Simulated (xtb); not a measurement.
CH₅ClF₂Si₂, SMILES FC[Si@H](F)[SiH2]Cl. All values are semi-empirical tight-binding results from xtb (GFN2-xTB unless named), good for trends rather than for accurate numbers. Geometry: GFN2-xTB. The structure was generated by enumeration; whether it is a known compound was not checked. Other conformers were not sampled.

Optimised geometry:

```xyz
11

F     -2.2443     0.2325    -1.1009
C     -1.9893     0.2731     0.2559
Si    -0.5520    -0.9227     0.6960
F     -0.4748    -0.7848     2.3100
Si     1.4956    -0.3594    -0.2247
Cl     1.4370     1.4042    -1.1986
H     -2.9273     0.0106     0.7534
H     -1.7588     1.3161     0.4927
H     -1.0205    -2.2937     0.5156
H      2.5473    -0.2486     0.7893
H      1.9271    -1.3742    -1.1894
```
Charge 0, spin multiplicity 1.

Task: Estimate the properties. (An estimate is asked for; the answer gives what the named calculation found.)

Result: 
orbital gap: 4.38 eV
dipole moment: 1.69 D
zero-point energy: 36.2 kcal/mol
G − E(el) at 298.15 K (modified RRHO): 13.4 kcal/mol
static polarisability (D4 model): 85.0 bohr³
solvation energy, GFN2-xTB/ALPB(water): -2.4 kcal/mol
solvation energy, GFN2-xTB/ALPB(acetonitrile): -3.7 kcal/mol

Computed atomic charges and the Wiberg bond orders between heavy atoms:
charges (e) F1 -0.28, C2 0.00, Si3 0.49, F4 -0.29, Si5 0.42, Cl6 -0.24, H7 0.05, H8 0.05, H9 -0.06, H10 -0.07, H11 -0.08. Bond orders F1–C2 0.94, C2–Si3 0.86, Si3–F4 1.10, Si3–Si5 0.79, Si5–Cl6 1.15.
